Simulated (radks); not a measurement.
Results of a calculation; reference values are marked as such.
Problem. These are the eigenvalues of the occupied orbitals of an atom or ion with whole-number occupations (eV). Code: a radial shooting solver on a logarithmic mesh with Libxc functionals. Model: Dirac Kohn-Sham, PBE, spin-unpolarised, spherical densities, finite nucleus; Fermi nuclear charge, rms radius of each element as measured or else 0.836 A^(1/3) + 0.57 fm.

orbital  eigenvalue
1s1/2     -57300.42
2s1/2     -9626.414
2p1/2     -9170.278
2p3/2     -8253.423
3s1/2     -2161.783
3p1/2     -1961.389
3p3/2     -1768.820
3d3/2     -1425.743
3d5/2     -1383.656
4s1/2     -431.5941
4p1/2     -351.4735
4p3/2     -308.1589
4d3/2     -176.2358
4d5/2     -168.3662
5s1/2      -58.3763
5p1/2      -36.8203
5p3/2      -31.4672
4f5/2      -10.2558
4f7/2       -9.1736
6s1/2       -9.0547

Which element is it, and in what charge state? The configuration may be excited. Open shells, if any, fill j = l - 1/2 first.

Solution. Z = 68, erbium, charge +1: Er+ in [Xe] 4f12 6s1. The list shows which subshells hold electrons but not how many an open one holds; the 1s level, -2105.8 hartree, gives Z - s = 64.9 by -(Z - s)^2/2, which with screening and relativity narrows Z to a few neighbours, and the depths of the outer levels then fix element, charge and occupations together.
